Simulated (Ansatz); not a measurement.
Ansatz results at the PBE0-D4/def2-TZVP geometry: LUMO energy (PBE0/def2-TZVPP) 0.39 eV; size of the dipole moment (ωB97M-V/def2-TZVPP) 1.09 D; HOMO–LUMO gap (ωB97M-V/def2-TZVPP) 11.61 eV.

Each molecule was computed in one conformer, which needn't be the lowest.

Q: Which molecule gave them?
A. `CNC[SeH]`
B. `C=C(C)CN`
C. `C=CB(N)[SiH3]`
D. `NC1CCC1`

A: B. The others give `C=CB(N)[SiH3]`: -0.97, 2.29, 10.65; `CNC[SeH]`: 0.10, 2.13, 10.58; `NC1CCC1`: 1.21, 1.17, 11.64.
